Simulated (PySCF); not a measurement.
PySCF input file for W(O)2(SH)2 (H2O2S2W), SMILES [O]=[W](=[O])([SH])[SH], multiplicity 1, TDA-LC-ωPBE/def2-SVPD. Geometry optimised at B3LYP-D3(BJ)/def2-SVP. The spin state was assumed, not searched. The structure was generated by enumeration; whether it is a known compound was not checked. The def2 effective core potentials stand for the cores of W; spin–orbit coupling is left out. One conformer was computed; it need not be the lowest.

```python
import numpy as np
from pyscf import gto, scf, dft, tdscf

mol = gto.M(
    atom='''
    W    -0.00000000    0.00000000    0.23740844
    O    -0.02772129    1.41805335    1.19684019
    O     0.02772129   -1.41805335    1.19684020
    S    -1.96694559    0.06831268   -1.06374148
    H    -1.95491903   -1.26059411   -1.33897006
    S     1.96694560   -0.06831269   -1.06374148
    H     1.95491903    1.26059410   -1.33897006
    ''',
    basis='def2-SVPD',
    ecp={'W': 'def2-svp'},
    charge=0,
    spin=0,
    symmetry=True,
    max_memory=1600,
    verbose=4,
)
mf = dft.RKS(mol, xc='lc_wpbe').density_fit(auxbasis='def2-universal-jkfit')
mf.grids.level = 3
mf.conv_tol = 1e-9
mf.max_cycle = 100
mf.kernel()
mf.grids = dft.Grids(mol).set(level=1).build(with_non0tab=True)  # coarser grid for the response kernel
td = tdscf.TDA(mf)
td.singlet = True
td.nstates = 10
td.conv_tol = 1e-4
td.positive_eig_threshold = 1e-6
td.kernel(x0=td.get_init_guess(mf, 15))
td.analyze()
tt = tdscf.TDA(mf)
tt.singlet = False
tt.nstates = 4
tt.conv_tol = 1e-4
tt.positive_eig_threshold = 1e-6
tt.kernel(x0=tt.get_init_guess(mf, 9))
tt.analyze(verbose=3)
```

It prints:

```
PySCF version 2.14.0

[INPUT] verbose = 4
[INPUT] num. atoms = 7
[INPUT] num. electrons = 64
[INPUT] charge = 0
[INPUT] spin (= nelec alpha-beta = 2S) = 0
[INPUT] symmetry True subgroup None
[INPUT] Mole.unit = angstrom
[INPUT] Symbol           X                Y                Z      unit          X                Y                Z       unit  Magmom
[INPUT]  1 W      0.000000000000   0.000000000000   0.237408440000 AA    0.000000000000   0.000000000000   0.448636931260 Bohr   0.0
[INPUT]  2 O     -0.027721290000   1.418053350000   1.196840190000 AA   -0.052385645920   2.679732461522   2.261700173972 Bohr   0.0
[INPUT]  3 O      0.027721290000  -1.418053350000   1.196840200000 AA    0.052385645920  -2.679732461522   2.261700192870 Bohr   0.0
[INPUT]  4 S     -1.966945590000   0.068312680000  -1.063741480000 AA   -3.716988467021   0.129092256035  -2.010180064540 Bohr   0.0
[INPUT]  5 H     -1.954919030000  -1.260594110000  -1.338970060000 AA   -3.694261562400  -2.382177622140  -2.530286702392 Bohr   0.0
[INPUT]  6 S      1.966945600000  -0.068312690000  -1.063741480000 AA    3.716988485918  -0.129092274932  -2.010180064540 Bohr   0.0
[INPUT]  7 H      1.954919030000   1.260594100000  -1.338970060000 AA    3.694261562400   2.382177603243  -2.530286702392 Bohr   0.0

nuclear repulsion = 324.439395090328
point group symmetry = C2
symmetry origin: [ 2.43835633e-09 -2.59075356e-09  3.04794532e-09]
symmetry axis x: [ 1.00000000e+00 -2.03693351e-09 -2.60133525e-09]
symmetry axis y: [-2.03693350e-09 -1.00000000e+00  2.23507859e-09]
symmetry axis z: [2.60133525e-09 2.23507904e-09 1.00000000e+00]
num. orbitals of irrep A = 77
num. orbitals of irrep B = 74
number of shells = 61
number of NR pGTOs = 236
number of NR cGTOs = 151
basis = def2-SVPD
ecp = {'W': 'def2-svp'}


[settings echo left out]
init E= -1001.52138707049
HOMO (B) = -0.513919188101583  LUMO (A) = -0.325914666899814  gap/eV = 5.11586
cycle= 1 E= -1014.23616314741  delta_E= -12.7  |g|= 1.38  |ddm|= 7.63
HOMO (B) = -0.203792067909759  LUMO (A) = -0.0777640480029681  gap/eV = 3.42940
cycle= 2 E= -1012.62916701712  delta_E= 1.61  |g|= 3.28  |ddm|= 3.12
HOMO (B) = -0.37215293789536  LUMO (A) = -0.00985892887759254  gap/eV = 9.85852
cycle= 3 E= -1014.61492162991  delta_E= -1.99  |g|= 0.204  |ddm|= 2.23
HOMO (B) = -0.401660994217722  LUMO (A) = -0.0568753190228564  gap/eV = 9.38210
cycle= 4 E= -1014.62408397834  delta_E= -0.00916  |g|= 0.0719  |ddm|= 0.411
HOMO (B) = -0.400829004982156  LUMO (A) = -0.0378952590864521  gap/eV = 9.87593
cycle= 5 E= -1014.62566002082  delta_E= -0.00158  |g|= 0.0265  |ddm|= 0.117
HOMO (B) = -0.397703283898708  LUMO (A) = -0.0387690469608759  gap/eV = 9.76710
cycle= 6 E= -1014.62587982133  delta_E= -0.00022  |g|= 0.00569  |ddm|= 0.0443
HOMO (B) = -0.398175957414947  LUMO (A) = -0.0389595015744302  gap/eV = 9.77478
cycle= 7 E= -1014.62590685081  delta_E= -2.7e-05  |g|= 0.0014  |ddm|= 0.0209
HOMO (B) = -0.398321853957722  LUMO (A) = -0.0390010043757269  gap/eV = 9.77762
cycle= 8 E= -1014.62590898626  delta_E= -2.14e-06  |g|= 0.000595  |ddm|= 0.00491
HOMO (B) = -0.398319883893777  LUMO (A) = -0.0389354805314038  gap/eV = 9.77935
cycle= 9 E= -1014.62590930304  delta_E= -3.17e-07  |g|= 0.000195  |ddm|= 0.00186
HOMO (B) = -0.398326084576546  LUMO (A) = -0.0389164050668218  gap/eV = 9.78004
cycle= 10 E= -1014.62590934341  delta_E= -4.04e-08  |g|= 5.34e-05  |ddm|= 0.000661
HOMO (B) = -0.398326157442703  LUMO (A) = -0.0389147866486167  gap/eV = 9.78008
cycle= 11 E= -1014.62590934626  delta_E= -2.85e-09  |g|= 2.19e-05  |ddm|= 0.00019
HOMO (B) = -0.398326955914565  LUMO (A) = -0.0389152370062619  gap/eV = 9.78009
cycle= 12 E= -1014.6259093464  delta_E= -1.33e-10  |g|= 1.05e-05  |ddm|= 2.81e-05
HOMO (B) = -0.398326971719527  LUMO (A) = -0.0389150410749044  gap/eV = 9.78010
Extra cycle  E= -1014.62590934639  delta_E= 1.36e-12  |g|= 1.72e-05  |ddm|= 2.22e-05
converged SCF energy = -1014.62590934639
tot grids = 36872
Overwritten attributes  positive_eig_threshold  of <class 'pyscf.tdscf.rks.TDA'>


******** <class 'pyscf.tdscf.rks.TDA'> for <class 'pyscf.df.df_jk.DFSymAdaptedRKS'> ********
nstates = 10 singlet
deg_eia_thresh = 1.000e-03
wfnsym = None
conv_tol = 0.0001
eigh lindep = 1e-12
eigh level_shift = 0
eigh max_cycle = 100


Excitation energies (eV)
[4.74262917 5.03656987 5.18393247 5.2872162  5.33512159 5.4794967
 5.55473282 5.72605413 6.09126049 6.21436692]

** Singlet excitation energies and oscillator strengths **
Excited State   1:    B      4.74263 eV    261.43 nm  f=0.1349
      29 -> 33       -0.17791
      30 -> 33        0.14689
      32 -> 33        0.63093
Excited State   2:    B      5.03657 eV    246.17 nm  f=0.0054
      29 -> 33        0.21458
      29 -> 34        0.22362
      30 -> 33        0.32611
      30 -> 34        0.11502
      32 -> 34       -0.50867
Excited State   3:    B      5.18393 eV    239.17 nm  f=0.0157
      29 -> 34        0.46560
      30 -> 33       -0.12041
      30 -> 34        0.42851
      32 -> 33        0.10592
      32 -> 34        0.19577
Excited State   4:    B      5.28722 eV    234.50 nm  f=0.0073
      29 -> 33        0.42333
      30 -> 33        0.34974
      32 -> 34        0.40411
Excited State   5:    A      5.33512 eV    232.39 nm  f=0.0062
      29 -> 35        0.10136
      30 -> 35       -0.11939
      31 -> 33        0.58856
      32 -> 35       -0.30061
Excited State   6:    A      5.47950 eV    226.27 nm  f=0.0053
      31 -> 33        0.25219
      31 -> 34        0.46942
      32 -> 35        0.38775
      32 -> 37        0.16744
Excited State   7:    B      5.55473 eV    223.20 nm  f=0.0398
      29 -> 33        0.44818
      30 -> 33       -0.45260
      31 -> 35       -0.12534
      32 -> 33        0.20438
Excited State   8:    A      5.72605 eV    216.53 nm  f=0.0092
      27 -> 34       -0.15733
      30 -> 35        0.19502
      31 -> 33       -0.13495
      31 -> 34        0.41590
      32 -> 35       -0.44805
Excited State   9:    A      6.09126 eV    203.54 nm  f=0.0013
      23 -> 34        0.11340
      29 -> 35        0.49903
      30 -> 35        0.41348
      31 -> 34       -0.13985
      32 -> 35        0.11177
Excited State  10:    B      6.21437 eV    199.51 nm  f=0.0108
      29 -> 34        0.21281
      30 -> 34       -0.29283
      31 -> 35        0.48768
      32 -> 38       -0.22525

** Transition electric dipole moments (AU) **
state          X           Y           Z        Dip. S.      Osc.
  1        -1.0771     -0.0215      0.0000      1.1606      0.1349
  2        -0.2086     -0.0051     -0.0000      0.0436      0.0054
  3        -0.3507     -0.0297     -0.0000      0.1238      0.0157
  4         0.0181     -0.2368      0.0000      0.0564      0.0073
  5         0.0000     -0.0000     -0.2179      0.0475      0.0062
  6         0.0000     -0.0000     -0.1986      0.0394      0.0053
  7        -0.5408      0.0121      0.0000      0.2926      0.0398
  8         0.0000     -0.0000      0.2559      0.0655      0.0092
  9         0.0000     -0.0000     -0.0938      0.0088      0.0013
 10        -0.2279      0.1371     -0.0000      0.0707      0.0108

WARN: ECP detected. Skipping calculation of transition velocity and magnetic dipole moments, which have not yet been implemented.



******** <class 'pyscf.tdscf.rks.TDA'> for <class 'pyscf.df.df_jk.DFSymAdaptedRKS'> ********
nstates = 4 triplet
deg_eia_thresh = 1.000e-03
wfnsym = None
conv_tol = 0.0001
eigh lindep = 1e-12
eigh level_shift = 0
eigh max_cycle = 100


Excitation energies (eV)
[3.82189658 4.5845026  4.60911632 4.68145164]

** Triplet excitation energies and oscillator strengths **
Excited State   1:    B      3.82190 eV    324.40 nm  f=0.0000
Excited State   2:    A      4.58450 eV    270.44 nm  f=0.0000
Excited State   3:    B      4.60912 eV    269.00 nm  f=0.0000
Excited State   4:    B      4.68145 eV    264.84 nm  f=0.0000
```

Self-consistency was reached.
